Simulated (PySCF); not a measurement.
Z-matrix (Å, degrees):
```
Y
C 1 2.3188
H 2 1.1130 1 115.11
H 2 1.1156 3 106.56 1 -120.22
H 2 1.1158 3 107.42 4 -113.16
C 1 2.3189 2 104.41 3 -167.85
H 6 1.1135 1 115.18 2 -179.98
H 6 1.1153 7 106.34 1 120.48
H 6 1.1155 7 107.50 8 113.24
Br 1 2.6235 2 112.44 3 -45.90
```
Charge 0, spin multiplicity 1.

Task: What is the computed total energy, LUMO, charge on the central atom (Mulliken), HOMO, dipole moment and HOMO–LUMO gap (PBE-D3(BJ)/def2-TZVP // PBE-D3(BJ)/def2-SVP in PySCF 2.14.0)?

Result: 
* **total energy**: -2691.9024 Ha
* **LUMO**: -2.82 eV
* **charge on the central atom (Mulliken)**: 1.23 e
* **HOMO**: -5.60 eV
* **dipole moment**: 4.63 D
* **HOMO–LUMO gap**: 2.78 eV
